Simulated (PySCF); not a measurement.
2-bromofuran (C₄H₃BrO), SMILES Brc1ccco1.

Geometry optimised at ωB97X-D3(BJ)/def2-SVP.

All values below come from SMD-B3LYP/6-31G* (PySCF).

Solvation free energies are E(SMD) − E(gas) at the gas-phase geometry, for 1 M in both phases. Bromine has the revised SMD18 radius of 2.60 Å. In vacuum the dipole moment is 1.64 D.

### Question
Estimate the solvation free energies in water, diethylether, acetone. (An estimate is asked for; the answer gives what the named calculation found.)

### Answer

```
solvent       ΔG(solv) (kcal/mol)  its non-electrostatic (CDS) part  dipole (D)
------------  -------------------  --------------------------------  ----------
water                        -0.8                               2.9        2.29
diethylether                 -5.0                              -2.8        2.05
acetone                      -5.1                              -2.0        2.21
```
